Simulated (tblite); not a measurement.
A tight-binding relaxation on `C1C([B@@H-](SC)[NH3+])CC1`.

Computed with GFN2-xTB geometry optimisation, gas phase (tblite 0.8.0). Start geometry: from a force field or distance geometry. A driver script takes a list of jobs; this job's settings line and coordinates (Å) are shown.

Command:
```bash
OMP_NUM_THREADS=1 python probes_run.py task.json out
```

Input:
```
{"job": {"kind": "relax", "xc": "GFN2-xTB", "basis": "xTB"}, "charge": 0, "multiplicity": 1}
C      3.195400     1.250600     0.717200
S      1.777300     0.290300     1.354200
B      0.752100    -0.393700    -0.074600
N      0.628800    -1.883300     0.039100
C     -0.596400     0.382500    -0.226600
C     -1.644600     0.229300     0.863900
C     -2.597500     0.632200    -0.258300
C     -1.670400    -0.229000    -1.110100
H      3.184500     1.241800    -0.394500
H      4.158500     0.840000     1.051700
H      3.102700     2.304700     1.024400
H      1.400100    -0.180300    -1.057400
H     -0.135000    -2.258700    -0.563700
H      0.487400    -2.166600     1.050100
H      1.510000    -2.335800    -0.282000
H     -0.536500     1.464400    -0.471700
H     -1.559400     0.942500     1.698500
H     -1.876900    -0.830400     1.135100
H     -2.432300     1.691800    -0.494900
H     -3.619700     0.281300    -0.145300
H     -1.906300    -1.293300    -0.883500
H     -1.632300     0.039300    -2.174800
```

Output:
```
step      E/eV     max force
  0    -685.40827    3.472
  1    -685.85340    1.448
  2    -686.08004    1.136
  3    -686.23281    0.858
  4    -686.30177    0.616
  5    -686.34473    0.464
  6    -686.38269    0.379
  7    -686.40938    0.464
  8    -686.43223    0.391
  9    -686.45133    0.337
... (102 lines left out)
112    -686.81237    0.045
113    -686.81255    0.031
114    -686.81279    0.025
115    -686.81289    0.026
116    -686.81305    0.024
117    -686.81315    0.020
118    -686.81323    0.016
119    -686.81327    0.014
120    -686.81331    0.011
121    -686.81334    0.008
```

«max force» is the largest atomic force in eV/Å.

**Question.** From which step on does the largest force stay under 0.1 eV/Å, and how much energy is left to gain from there?

**Answer.** From step 65 (0.080 eV/Å), 19.8 meV above the end.

In short: energy lowered by 32.4 kcal/mol over 121 steps; largest atomic force 0.008 eV/Å at the end.

The run took 0.83 s on an Arm Neoverse V2 with one thread, shared host with 192 logical CPUs at a one-minute load of 76.
Labels such as C1 count atoms from 1, the log's own numbers from 0.
